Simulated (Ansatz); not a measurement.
All numbers were calculated with Ansatz.

`BC1(C)CC1` at its PBE0-D4/def2-TZVP geometry, where that method's forces vanish. The species carries charge 0 and has multiplicity 1.

| atom | x (Å) | y (Å) | z (Å) |
| --- | --- | --- | --- |
| B1 | -1.3201 | -0.7728 | 0.7286 |
| C2 | -0.0917 | -0.1907 | 0.0424 |
| C3 | 1.1141 | -1.0490 | -0.2580 |
| C4 | -0.3355 | 0.9942 | -0.8896 |
| C5 | 0.1933 | 1.2627 | 0.4572 |
| H6 | -1.3544 | -1.9110 | 1.1047 |
| H7 | -2.2736 | -0.0691 | 0.9155 |
| H8 | 1.4937 | -1.5283 | 0.6480 |
| H9 | 1.9295 | -0.4606 | -0.6898 |
| H10 | 0.8656 | -1.8402 | -0.9701 |
| H11 | -1.3587 | 1.2690 | -1.1113 |
| H12 | 0.3465 | 1.0643 | -1.7291 |
| H13 | -0.4534 | 1.7268 | 1.1905 |
| H14 | 1.2446 | 1.5046 | 0.5610 |

For each bond, give half the difference of the two atoms' forces along it (eV/Å; positive pushes the atoms apart) under PBE-D4, r2SCAN-D4, B3LYP-D4, ωB97M-V in def2-TZVPP. (Estimate.)

The calculation gave: 
```tsv
bond	length (Å)	PBE-D4	r2SCAN-D4	B3LYP-D4	ωB97M-V
B1–C2	1.523	-0.15	-0.10	-0.05	0.02
B1–H6	1.199	0.06	-0.04	-0.12	-0.12
B1–H7	1.200	0.07	-0.03	-0.09	-0.11
C2–C3	1.510	-0.03	0.08	0.14	0.15
C2–C4	1.527	0.30	0.23	0.24	0.14
C2–C5	1.538	0.31	0.24	0.25	0.13
C3–H8	1.093	0.10	-0.03	-0.07	-0.08
C3–H9	1.094	0.10	-0.04	-0.06	-0.07
C3–H10	1.093	0.10	-0.03	-0.07	-0.08
C4–C5	1.472	0.19	0.21	0.28	0.28
C4–H11	1.082	0.03	-0.08	-0.13	-0.12
C4–H12	1.084	0.05	-0.08	-0.13	-0.12
C5–H13	1.082	0.03	-0.08	-0.13	-0.12
C5–H14	1.084	0.06	-0.08	-0.14	-0.12
```

B3LYP here is the variant with VWN-RPA as its local correlation; programs differ in this.
